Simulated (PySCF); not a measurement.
## How methods differ on the ionisation energy of Ta

Ta [Xe] 4f14 5d3 6s2 (4F) → Ta+ [Xe] 4f14 5d3 6s1 (5F), as a difference of total energies. Calculation: PySCF 2.14, in ANO-RCC-VTZP; scalar relativity by spin-free X2C-1e. Correlated levels: valence: [Xe] 4f14 frozen. The calculations carry no spin-orbit coupling.

```json
{"method": "UHF", "ionisation energy (eV)": "5.758"}
{"method": "MP2 (valence)", "ionisation energy (eV)": "6.782"}
{"method": "SCS-MP2 (valence)", "ionisation energy (eV)": "6.988"}
{"method": "CCSD (valence)", "ionisation energy (eV)": "7.062"}
{"method": "CCSD(T) (valence)", "ionisation energy (eV)": "7.154"}
```

Q: How much does correlation contribute at CCSD(T) (valence)?

A: 7.154 − (5.758) = 1.396 eV, measured against UHF.

Errors of the correlated levels include the incompleteness of this basis and the frozen core.

For comparison: 7.573 eV (measured; NIST levels, between the centres of gravity of the two terms).
